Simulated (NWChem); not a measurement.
System: C2H4F2Si; SMILES FC(F)=C[SiH3]

```xyz
9

F      1.2493    -1.0332     0.0000
C     -0.0781    -0.9694     0.0000
F     -0.5767    -2.1967     0.0000
C     -0.7783     0.1582     0.0000
Si     0.0030     1.8552     0.0000
H     -1.8576     0.0398     0.0000
H      0.8519     2.0675    -1.2026
H     -1.0916     2.8599     0.0000
H      0.8519     2.0675     1.2026
```
Atoms are numbered in this order, from 1.

Results from NWChem. Pople sets run with spherical d functions. Structure relaxed at the B3LYP/6-31G* (spherical d) level. Level: B3LYP/6-31G* with SMD (1 M gas to 1 M solution), gas-phase geometry. Reactions with the solvent are ignored.

**Question.** What does the run give for solvent toluene? Quantities: solvation free energy (kcal/mol); cavity-dispersion-structure term (kcal/mol); dipole in solution (D).

**Answer.** 
```yaml
solvation free energy (kcal/mol): 0.0
cavity-dispersion-structure term (kcal/mol): 0.7
dipole in solution (D): 0.88
```
